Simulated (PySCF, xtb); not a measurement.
Mg(Cl)(SiH3) (ClH₃MgSi), SMILES [SiH3][Mg][Cl].

GFN2-xTB (xtb) at its own geometry gives an orbital gap of 2.96 eV and a dipole moment of 4.79 D.

Coordinates come from a PBE0-D3(BJ)/def2-TZVP optimisation.

### Question
What does HF/def2-TZVPD in PySCF give? (An estimate is asked for; the answer gives what the named calculation found.)

### Answer
gap 10.59 eV (levels -9.76 and 0.82 eV), dipole 1.48 D.
